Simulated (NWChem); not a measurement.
Species: TiH3O3 cation; SMILES [OH][Ti+]([OH])[OH]

```xyz
7

Ti     0.0000     0.0000     0.2601
O     -0.3033    -1.6323    -0.1652
H     -0.1131    -2.4852    -0.5861
O     -1.2620     1.0788    -0.1652
H     -2.0957     1.3405    -0.5861
O      1.5653     0.5535    -0.1652
H      2.2087     1.1447    -0.5861
```
Atoms are numbered in this order, from 1.

Program: NWChem. All runs use the structure optimised with PBE0/def2-SVP. The spin multiplicity was typed, not searched, and may not be the lowest.

Question: What does the run give for PBE/3-21G? Quantities: highest occupied level (eV); orbital gap (eV).

Answer: 
```
Property                     Result
---------------------------  ------
highest occupied level (eV)  -12.50
orbital gap (eV)               3.54
```
